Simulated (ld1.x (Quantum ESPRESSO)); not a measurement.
**As, TM: configuration errors across variants**

* Element: As
* Generator: ld1.x (Quantum ESPRESSO) 7.5
* Type: norm-conserving Troullier–Martins (Kleinman–Bylander form)
* Functional: LDA (PZ)
* Relativity: fully relativistic
* Frozen core: [Ne]
* Valence charge: 23
* Reference configuration: 3s2 3p6 3d10 4s2 4p3
* Partial waves: 3s (bound): rc 0.65 bohr; 3d (bound): rc 1.25 bohr; 3p (bound): rc 0.85 bohr
* Local potential: the p channel
* Core correction: none

Open shells are filled in proportion to 2j + 1 (rel_dist='average').

Occupied shells without a wave of their own: 4p, 4s. They enter only through the test configuration that unscreens the potential.

All-electron excitation energies from the reference (eV): (1) 3s2 3p6 3d10 4s2 4p2 9.329; (2) 3s2 3p6 3d10 4s2 4p1 27.495; (3) 3s2 3p6 3d10 4s2 4p0 55.540; (4) 3s2 3p6 3d10 4s1 4p4 9.477; (5) 3s2 3p6 3d10 4s2 4p3.3 -1.279; (6) 3s2 3p6 3d9 4s2 4p3 51.086; (7) 3s2 3p6 3d9 4s2 4p4 40.197.

For the base: The 4p, 4s levels have no wave, so the channel is fitted at the deeper level alone: the likely source of the large errors.

On the changes marked as counting shells twice: ld1.x takes every shell without a wave as core, so the model core holds the marked electrons as well and exchange and correlation see them twice. This cancels in the reference configuration, but the file is broken for other ones, and its errors say nothing about a proper core correction.

2 further variants failed, have other tests or another functional or relativity, and are left out.

The file “base” misses its own reference levels by 3.4 eV. The file “local potential all-electron potential smoothed inside 0.80 bohr (lloc = -1)” misses its own reference levels by 1.0 eV. The file “wave 3p (bound): rc 0.85 bohr becomes 3p (bound): rc 0.90 bohr” misses its own reference levels by 3.4 eV. The file “core correction a·sin(br)/r model core inside 0.50 bohr (4p, 4s counted twice)” misses its own reference levels by 3.4 eV. The file “wave 3d (bound): rc 1.25 bohr becomes 3d (bound): rc 1.28 bohr” misses its own reference levels by 3.4 eV. The file “wave 3s (bound): rc 0.65 bohr becomes 3s (bound): rc 0.60 bohr” misses its own reference levels by 3.4 eV.

Errors AE − PS in meV (a dash: test not solved or not reliable):

| change | (1) | (2) | (3) | (4) | (5) | (6) | (7) | bound ghosts |
| --- | --- | --- | --- | --- | --- | --- | --- | --- |
| base | -106 | -275 | -511 | -275 | +20 | +233 | +353 | not determined |
| local potential all-electron potential smoothed inside 0.80 bohr (lloc = -1) | -304 | -758 | -1391 | +212 | +65 | +264 | +633 | not determined |
| wave 3p (bound): rc 0.85 bohr becomes 3p (bound): rc 0.90 bohr | -121 | -313 | -582 | -282 | +23 | +235 | +373 | not determined |
| core correction a·sin(br)/r model core inside 0.50 bohr (4p, 4s counted twice) | -232 | -813 | -1839 | -282 | +10 | +140 | +293 | not determined |
| wave 3d (bound): rc 1.25 bohr becomes 3d (bound): rc 1.28 bohr | -107 | -275 | -511 | -275 | +20 | +256 | +377 | not determined |
| wave 3s (bound): rc 0.65 bohr becomes 3s (bound): rc 0.60 bohr | -106 | -274 | -509 | -222 | +20 | +229 | +350 | not determined |

Q: Give the same row for: all radii scaled by about 1.16 (s 0.76, p 0.98, d 1.46 bohr).

A: -112, -292, -543, -483, +21, +427, +554; bound ghosts: not determined.
